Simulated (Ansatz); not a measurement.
Two spin states of AlH-, each at its own minimum; 2S+1 = 2, 4 were tried, and our sources give no spin for the ground state.

Each state is the lowest solution found for its spin in def2 and cc sets.

Cores are frozen in the correlated methods.

Codes used: Ansatz (Gaussian orbitals). 

```csv
level,energy of the multiplicity-4 state above the multiplicity-2 state (kcal/mol)
PBE/def2-TZVPP,27.49
PBE0/def2-TZVPP,26.61
wB97X-V/def2-TZVPP,?
CCSD/def2-TZVPP,27.23
CCSD(T)/def2-TZVPP,27.58
```

Question: What belongs in the gaps?

Answer: 
- wB97X-V/def2-TZVPP, energy of the multiplicity-4 state above the multiplicity-2 state (kcal/mol): 33.77

Ansatz is a first-principles code.
